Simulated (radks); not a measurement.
Task: Species: the cadmium ion Cd+. Configuration: [Kr] 4d10 5s1. All-electron calculation, non-relativistic Kohn-Sham, r2SCAN, spin-polarised, spherical densities, point nucleus; open shells are filled with parallel spins first (spin-orbit coupling, left out, can overturn this in heavy ions); meta-GGA in the generalised Kohn-Sham scheme; relativity is left out, which matters for an element this heavy. Program: a radial shooting solver on a logarithmic mesh with Libxc functionals. Some entries of the table are withheld. Estimate them.

orbital  occ.  eigenvalue (hartree)  r(max) (bohr)
1s up       1             -944.6706        0.02099
1s down     1             -944.6697        0.02099
2s down     1             -138.0496         0.1164
2s up       1             -138.0491         0.1164
2p down     3             -128.5980        0.09131
2p up       3             -128.5979        0.09131
3s up       1             -26.08012         0.3354
3s down     1             -26.07935         0.3355
3p up       3             -22.22173         0.3223
3p down     3             -22.22100         0.3223
3d up       5             -15.11493         0.2668
3d down     5             -15.11456         0.2668
4s up       1                   (1)         0.8231
4s down     1                   (2)         0.8234
4p up       3              -2.78431         0.8583
4p down     3              -2.78307         0.8585
4d up       5              -0.79605         0.9751
4d down     5              -0.78762         0.9737
5s up       1              -0.47740          2.360
5s down     0              -0.40884          2.331

Result: 
(1) 4s up eigenvalue (hartree): -4.02551
(2) 4s down eigenvalue (hartree): -4.02463
